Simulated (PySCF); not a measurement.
CH₃F₃O₃Sn, SMILES [OH][Sn]([OH])([OH])[C](F)(F)F (connectivity only; charge and spin as stated), charge -1, multiplicity 2.

Geometry: PBE0-D3(BJ)/def2-SVPD. The def2 effective core potentials stand for the cores of Sn; spin–orbit coupling is left out. The values are those of a single conformer.

The numbers are results of C-PCM-B3LYP/def2-SVPD run with PySCF, not measurements.

The values are the electrostatic part of the solvation free energy, E(continuum) − E(gas) at the gas-phase geometry, in a cavity of scaled van der Waals radii (PySCF's table); cavitation and dispersion terms are not included. A continuum can't describe solvent molecules that bind to the metal.

```
solvent           ε  ΔG(elec) (kcal/mol)
------------  -----  -------------------
water         78.36                -53.5
1-octanol      9.86                -48.6
acetonitrile  35.69                  [?]
```

Question: Complete the blanks. (The exact figures need the calculation; the answer reports its results.)

Answer: 
- acetonitrile, ΔG(elec) (kcal/mol): -52.6
